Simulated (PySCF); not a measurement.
# `F[C@@H]1C=C(Cl)[C@@H]2C[C@]12F`, C6H5ClF2

Geometry (Å), atoms numbered from 1 in this order:
```xyz
14

F     0.953   -1.634    1.325
C     0.450   -1.285    0.088
C     1.366   -0.314   -0.614
C     0.737    0.823   -0.903
Cl    1.395    2.168   -1.720
C    -0.672    0.831   -0.435
C    -0.851    0.713    1.065
C    -0.855   -0.514    0.217
F    -1.998   -1.232    0.070
H     0.315   -2.226   -0.460
H     2.394   -0.555   -0.807
H    -1.432    1.316   -1.027
H    -0.004    0.878    1.713
H    -1.801    1.029    1.468
```

Method: TDDFT PBE0/def2-SVPD circular dichroism and optical rotation, one conformer, gas phase (PySCF 2.14.0). Geometry: GFN2-xTB.

States above about 7.5 eV (minus the energy of the highest occupied orbital) lie near or above the ionisation threshold and depend on the basis.

Draw the ECD and absorption spectra from the lowest 12 states, each a Gaussian of half-width 0.35 eV at 1/e height.


| E (eV) | λ (nm) | Δε (L mol⁻¹ cm⁻¹) | ε (L mol⁻¹ cm⁻¹) |
| --- | --- | --- | --- |
| 5.21 | 238 | -0.90 | 520 |
| 5.31 | 234 | -1.88 | 1080 |
| 5.41 | 229 | -3.33 | 1920 |
| 5.51 | 225 | -5.00 | 2890 |
| 5.61 | 221 | -6.37 | 3690 |
| 5.71 | 217 | -6.84 | 4010 |
| 5.81 | 213 | -6.05 | 3730 |
| 5.91 | 210 | -3.98 | 3000 |
| 6.01 | 206 | -0.69 | 2200 |
| 6.11 | 203 | +3.86 | 1700 |
| 6.21 | 200 | +9.70 | 1660 |
| 6.31 | 197 | +16.22 | 2030 |
| 6.41 | 193 | +21.81 | 2550 |
| 6.51 | 191 | +24.32 | 2980 |
| 6.61 | 188 | +22.44 | 3170 |
| 6.71 | 185 | +16.87 | 3250 |
| 6.81 | 182 | +10.28 | 3450 |
| 6.91 | 179 | +6.04 | 3950 |
| 7.01 | 177 | +6.24 | 4650 |
| 7.11 | 174 | +10.23 | 5250 |
| 7.21 | 172 | +14.81 | 5470 |
| 7.31 | 170 | +16.04 | 5200 |
| 7.41 | 167 | +11.86 | 4640 |
| 7.51 | 165 | +3.27 | 4080 |
| 7.61 | 163 | -6.55 | 3700 |
| 7.71 | 161 | -14.32 | 3520 |
| 7.81 | 159 | -18.27 | 3380 |

Δε uses R in velocity form, ε uses f in length form. Only the states computed contribute, so the short-wavelength end is incomplete.
